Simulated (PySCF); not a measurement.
Ga(AsH2)(F)2 (AsF2GaH2), SMILES [F][Ga]([F])[AsH2].

Coordinates come from a r2SCAN-D4/def2-SVP optimisation. The structure was generated by enumeration; whether it is a known compound was not checked.

Computed with M06-2X/def2-TZVP (PySCF).

Isolated molecule, no solvent.

The total energy comes out as -4361.75436 hartree. The point group comes out as Cs. The highest occupied level is -9.56 eV and the lowest empty level comes out as -0.82 eV. The orbital gap is 8.74 eV. The dipole moment is 3.34 D. The quadrupole, principal values (traceless, Buckingham form, about the centre of nuclear charge) is -5.75, -3.69, 9.44 D·Å, the mean static polarisability is 54.8 bohr³ (8.13 Å³) and the polarisability, principal values is 44.6, 50.5, 69.4 bohr³.
